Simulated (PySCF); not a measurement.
Excitations are Tamm–Dancoff values on a coarser integration grid. The basis has no diffuse functions, so Rydberg states are missing or too high.

**CH₅NS₃, SMILES `SC(S)(S)N` (charge 0, multiplicity 1)**

Level of theory: PySCF with PBE-D3(BJ)/def2-TZVP // PBE0-D4/def2-TZVP.

```json
{
 "HOMO": "-5.58 eV",
 "dipole_moment": "0.31 D",
 "LUMO": "-1.73 eV",
 "HOMO–LUMO gap": "3.85 eV",
 "S1 excitation (TDA)": "3.99 eV",
 "S1 oscillator strength": "0.007",
 "T1 excitation (TDA)": "3.65 eV",
 "S1–T1 gap (TDA)": "0.34 eV",
 "total_energy": "-35099.55 eV",
 "cost": "roughly 80 core-seconds"
}
```

```xyz
10

N     -1.4303    -0.1038    -0.3975
C     -0.0630    -0.0111     0.0048
S      0.1520    -0.6989     1.7044
S      0.8437    -0.9375    -1.2767
S      0.4372     1.7285     0.1391
H     -1.7712    -1.0572    -0.3541
H     -2.0154     0.5106     0.1533
H      1.4656    -0.4519     1.8400
H      2.0208    -0.9712    -0.6348
H      0.3607     1.9923    -1.1786
```
Charge 0, spin multiplicity 1.
